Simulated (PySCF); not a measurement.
**Tl(SiH3)3: one run**

Tl(SiH3)3 (singlet). PySCF 2.14.0, RKS PBE0, Tl def2-SVP with ECP60, Si def2-SVP, H def2-SVP; non-relativistic Hamiltonian with scalar-relativistic core potentials where named; density fitting; no spin-orbit coupling. Purpose: singlet excitations, Tamm-Dancoff PBE0.

```python
mol = gto.M(atom='''
Tl     0.00000     0.00000    -0.63450
Si     2.64568    -0.00003    -0.68199
H      3.23212    -1.22051    -0.01954
H      3.09507    -0.00003    -2.12353
H      3.23214     1.22044    -0.01954
Si    -1.32281     2.29124    -0.68199
H     -0.55907     3.40935    -0.01954
H     -1.54750     2.68042    -2.12354
H     -2.67301     2.18890    -0.01955
Si    -1.32286    -2.29121    -0.68200
H     -2.67305    -2.18884    -0.01956
H     -1.54756    -2.68039    -2.12354
H     -0.55914    -3.40934    -0.01955''',
    basis={'Tl': 'def2-SVP', 'Si': 'def2-SVP', 'H': 'def2-SVP'},
    ecp={'Tl': 'def2-SVP'},
    charge=0, spin=0)
mf = dft.RKS(mol, xc='PBE0')
mf.grids.atom_grid = (50, 194)
mf = mf.density_fit()  # fitting sets: Tl def2-universal-JKFIT, Si def2-universal-JKFIT, H def2-universal-JKFIT
mf.conv_tol = 1e-08; mf.max_cycle = 55
mf.kernel(dm0)  # dm0: converged density of the relaxed state
td = mf.TDA(); td.nstates = 8; td.kernel()
```

Run from Python with OMP_NUM_THREADS=2; the lines above give its settings. Where DIIS fails, smearing, a level shift and second-order steps follow.
It took 78 s on 2 threads of Arm Neoverse V1, with other jobs on the host, from an already converged density.

(1) Where do the frontier levels lie, over both spins?

(2) What does the SCF print?

(3) What are the Mulliken charges and spins?

(4) Which singlet excitations follow (Tamm-Dancoff, 8 states)?

The geometry was relaxed with PBE (Tl def2-SVP with ECP60, Si def2-SVP, H def2-SVP).

Answers

(1) HOMO -6.90 eV, LUMO -2.38 eV. 

(2) 
```
init E= -1045.71039700227
cycle= 1 E= -1045.71393362855  delta_E= -0.00354  |g|= 0.0164  |ddm|= 0.233
cycle= 2 E= -1045.71399116117  delta_E= -5.75e-05  |g|= 0.0101  |ddm|= 0.0524
cycle= 3 E= -1045.7140155863  delta_E= -2.44e-05  |g|= 0.00219  |ddm|= 0.0195
cycle= 4 E= -1045.71401707827  delta_E= -1.49e-06  |g|= 0.000554  |ddm|= 0.0051
cycle= 5 E= -1045.71401722215  delta_E= -1.44e-07  |g|= 9.18e-05  |ddm|= 0.00108
cycle= 6 E= -1045.7140172256  delta_E= -3.45e-09  |g|= 1.84e-05  |ddm|= 0.000204
Extra cycle  E= -1045.71401722567  delta_E= -7.41e-11  |g|= 1.25e-05  |ddm|= 5.62e-05
converged SCF energy = -1045.71401722567
```

(3) 
```tsv
atom	charge (e)	spin (e)
Tl1	0.195	0.000
Si2	0.089	0.000
H3	-0.050	0.000
H4	-0.053	0.000
H5	-0.050	0.000
Si6	0.089	0.000
H7	-0.050	0.000
H8	-0.053	0.000
H9	-0.050	0.000
Si10	0.089	0.000
H11	-0.050	0.000
H12	-0.053	0.000
H13	-0.050	0.000
```

(4) 
```tsv
state	eV	oscillator strength
1	3.38	0.0000
2	3.38	0.0000
3	5.53	0.2967
4	5.53	0.2967
5	6.00	0.0000
6	6.15	0.0014
7	6.30	0.0000
8	6.37	0.0101
```
Functionals without range separation put charge-transfer states too low; the basis has no diffuse functions.
